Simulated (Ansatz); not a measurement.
C3H8Cl3NTi (`CC[N](C)[Ti]([Cl])([Cl])[Cl]`) at its PBE0-D4/def2-TZVP geometry, where that method's forces vanish. Total charge 0; spin multiplicity 1.

```json
{"atom": "C1", "x (Å)": "-0.274", "y (Å)": "0.130", "z (Å)": "1.942"}
{"atom": "C2", "x (Å)": "-0.439", "y (Å)": "0.752", "z (Å)": "0.567"}
{"atom": "N3", "x (Å)": "-0.071", "y (Å)": "-0.140", "z (Å)": "-0.524"}
{"atom": "C4", "x (Å)": "-0.929", "y (Å)": "-1.279", "z (Å)": "-0.734"}
{"atom": "Ti5", "x (Å)": "1.394", "y (Å)": "0.469", "z (Å)": "-1.425"}
{"atom": "Cl6", "x (Å)": "1.882", "y (Å)": "-1.006", "z (Å)": "-2.967"}
{"atom": "Cl7", "x (Å)": "0.869", "y (Å)": "2.420", "z (Å)": "-2.312"}
{"atom": "Cl8", "x (Å)": "3.034", "y (Å)": "0.707", "z (Å)": "0.032"}
{"atom": "H9", "x (Å)": "-0.523", "y (Å)": "0.863", "z (Å)": "2.712"}
{"atom": "H10", "x (Å)": "0.759", "y (Å)": "-0.190", "z (Å)": "2.093"}
{"atom": "H11", "x (Å)": "-0.930", "y (Å)": "-0.731", "z (Å)": "2.077"}
{"atom": "H12", "x (Å)": "0.181", "y (Å)": "1.656", "z (Å)": "0.506"}
{"atom": "H13", "x (Å)": "-1.472", "y (Å)": "1.090", "z (Å)": "0.405"}
{"atom": "H14", "x (Å)": "-0.613", "y (Å)": "-1.830", "z (Å)": "-1.618"}
{"atom": "H15", "x (Å)": "-0.900", "y (Å)": "-1.961", "z (Å)": "0.123"}
{"atom": "H16", "x (Å)": "-1.966", "y (Å)": "-0.951", "z (Å)": "-0.877"}
```

Problem. For each bond, give half the difference of the two atoms' forces along it (eV/Å; positive pushes the atoms apart) under PBE-D4, r2SCAN-D4, B3LYP-D4, ωB97M-V in def2-TZVPP. (An estimate is asked.)

Solution. Computed: 
```tsv
bond	length (Å)	PBE-D4	r2SCAN-D4	B3LYP-D4	ωB97M-V
C1–C2	1.518	0.00	0.10	0.17	0.14
C1–H9	1.092	0.09	-0.04	-0.07	-0.07
C1–H10	1.092	0.11	-0.03	-0.07	-0.06
C2–N3	1.457	0.01	0.08	0.13	0.24
C2–H12	1.098	0.10	-0.06	-0.16	-0.12
C2–H13	1.098	0.12	-0.04	-0.12	-0.15
N3–C4	1.442	-0.12	0.00	0.13	0.34
N3–Ti5	1.824	0.39	0.24	0.08	-0.35
C4–H15	1.095	0.12	-0.04	-0.08	-0.13
C4–H16	1.097	0.11	-0.03	-0.07	-0.12
Ti5–Cl6	2.188	0.08	0.07	0.11	0.06
Ti5–Cl7	2.206	0.10	0.07	0.14	0.09
Ti5–Cl8	2.207	0.09	0.06	0.14	0.09
```

B3LYP here is the variant with VWN-RPA as its local correlation; programs differ in this.
